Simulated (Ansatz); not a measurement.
`CN(C)B(O)F` and `CN(C)B(F)F` differ in one atom or group.

Ansatz, PBE0-D4/def2-TZVP geometries, multiplicity 1. Each molecule was computed in one conformer, which needn't be the lowest.

```tsv
property	`CN(C)B(O)F`
HOMO energy (PBE/def2-TZVPP) / eV	-5.65
HOMO–LUMO gap (ωB97M-V/def2-TZVPP) / eV	11.24
LUMO energy (PBE/def2-TZVPP) / eV	-0.32
HOMO energy (ωB97M-V/def2-TZVPP) / eV	-9.32
zero-point energy (PBE0-D4/def2-TZVP) / kJ/mol	275.9
HOMO energy (PBE0/def2-TZVPP) / eV	-7.01
```

Q: Give the same properties after the change, and the shifts. (Best estimate.)

A: Ansatz gave: 
| property | `CN(C)B(F)F` | shift |
| --- | --- | --- |
| HOMO energy (PBE/def2-TZVPP) / eV | -6.00 | -0.35 |
| HOMO–LUMO gap (ωB97M-V/def2-TZVPP) / eV | 11.79 | 0.55 |
| LUMO energy (PBE/def2-TZVPP) / eV | 0.06 | 0.38 |
| HOMO energy (ωB97M-V/def2-TZVPP) / eV | -9.66 | -0.34 |
| zero-point energy (PBE0-D4/def2-TZVP) / kJ/mol | 245.4 | -30.5 |
| HOMO energy (PBE0/def2-TZVPP) / eV | -7.36 | -0.35 |

With PBE0 the HOMO falls by 0.35 eV and the LUMO rises by 0.32 eV, so the gap widens by about 0.67 eV. PBE moves the HOMO by -0.35 eV and ωB97M-V by -0.34 eV. The zero-point energy changes by -30.5 kJ/mol with -3 modes.
